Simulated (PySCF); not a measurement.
ClPb, charge +1, singlet, geometry from GFN2-xTB (such geometries of metal compounds can be far from the true shape) (core potentials on Pb); TPSSH/def2-SVP (PySCF).

Here is a job for PySCF.
```python
from pyscf import gto, scf, dft

mol = gto.Mole()
mol.atom = '''
    Pb   -0.00000000   -0.00000000   -0.40772011
    Cl    0.00000000    0.00000000    1.96664995
'''
mol.basis = 'def2-svp'
mol.ecp = {'Pb': 'def2-svp'}
mol.charge = 1
mol.verbose = 4
mol.build()

mf = dft.RKS(mol)
mf.xc = 'tpssh'
mf.kernel()
mf.analyze()
```

What the program printed (banner, timings and long lists left out):

```
PySCF version 2.14.0

[INPUT] verbose = 4
[INPUT] num. atoms = 2
[INPUT] num. electrons = 38
[INPUT] charge = 1
[INPUT] spin (= nelec alpha-beta = 2S) = 0
[INPUT] symmetry False subgroup None
[INPUT] Mole.unit = angstrom
[INPUT] Symbol           X                Y                Z      unit          X                Y                Z       unit  Magmom
[...]
nuclear repulsion = 83.3535935354913
number of shells = 18
number of NR pGTOs = 97
number of NR cGTOs = 44
basis = def2-svp
ecp = {'Pb': 'def2-svp'}

******** <class 'pyscf.dft.rks.RKS'> ********
method = RKS
initial guess = minao
damping factor = 0
level_shift factor = 0
DIIS = <class 'pyscf.scf.diis.CDIIS'>
diis_start_cycle = 1
diis_space = 8
diis_damp = 0
SCF conv_tol = 1e-09
SCF conv_tol_grad = None
SCF max_cycles = 50
direct_scf = True
direct_scf_tol = 1e-13
XC library pyscf.dft.libxc version 7.1.2
    S. Lehtola, C. Steigemann, M. J. T. Oliveira, and M. A. L. Marques,  SoftwareX 7, 1–5 (2018)
XC functionals = tpssh
    V. N. Staroverov, G. E. Scuseria, J. Tao, and J. P. Perdew,  J. Chem. Phys. 119, 12129 (2003)
radial grids:
    Treutler-Ahlrichs [JCP 102, 346 (1995); DOI:10.1063/1.469408] (M4) radial grids

becke partition: Becke, JCP 88, 2547 (1988); DOI:10.1063/1.454033
pruning grids: <function nwchem_prune>
grids dens level: 3
symmetrized grids: False
atomic radii adjust function: <function treutler_atomic_radii_adjust>
small_rho_cutoff = 0
Set gradient conv threshold to 3.16228e-05
Initial guess from minao.
tot grids = 42112
init E= -629.231042923483
[...]
cycle= 1 E= -650.375908386744  delta_E= -21.1  |g|= 2.74  |ddm|= 13.3
[...]
cycle= 2 E= -641.660680691482  delta_E= 8.72  |g|= 8.43  |ddm|= 10.1
[...]
cycle= 3 E= -651.768002104757  delta_E= -10.1  |g|= 1.68  |ddm|= 7.08
[...]
cycle= 4 E= -652.655438115578  delta_E= -0.887  |g|= 0.228  |ddm|= 2.66
[...]
cycle= 5 E= -652.664593105973  delta_E= -0.00915  |g|= 0.0843  |ddm|= 0.548
[...]
cycle= 6 E= -652.666008022149  delta_E= -0.00141  |g|= 0.0374  |ddm|= 0.154
[...]
cycle= 7 E= -652.666584373336  delta_E= -0.000576  |g|= 0.003  |ddm|= 0.0494
[...]
cycle= 8 E= -652.666587729085  delta_E= -3.36e-06  |g|= 0.000866  |ddm|= 0.00451
[...]
cycle= 9 E= -652.666587936704  delta_E= -2.08e-07  |g|= 9.75e-05  |ddm|= 0.00102
[...]
cycle= 10 E= -652.666587940685  delta_E= -3.98e-09  |g|= 6.61e-06  |ddm|= 0.000151
[...]
cycle= 11 E= -652.666587940698  delta_E= -1.3e-11  |g|= 1.58e-06  |ddm|= 8.6e-06
[...]
Extra cycle  E= -652.666587940694  delta_E= 3.41e-12  |g|= 3.62e-06  |ddm|= 7.44e-06
converged SCF energy = -652.666587940694
**** SCF Summaries ****
Total Energy =                        -652.666587940694171
Nuclear Repulsion Energy =              83.353593535491257
One-electron Energy =                -1128.307322401563624
Two-electron Energy =                  392.287140925378310
Two-electron Coulomb Energy =          436.311325794622860
DFT Exchange-Correlation Energy =      -44.024184869244536
HOMO-LUMO gap [eV] =                     4.714526498572821
**** MO energy ****
[...]
WARN: System has nonzero charge 1; the dipole moment is origin-dependent.
Location of origin: [0. 0. 0.]

Dipole moment(X, Y, Z, Debye):  0.00000,  0.00000, -3.06779
```
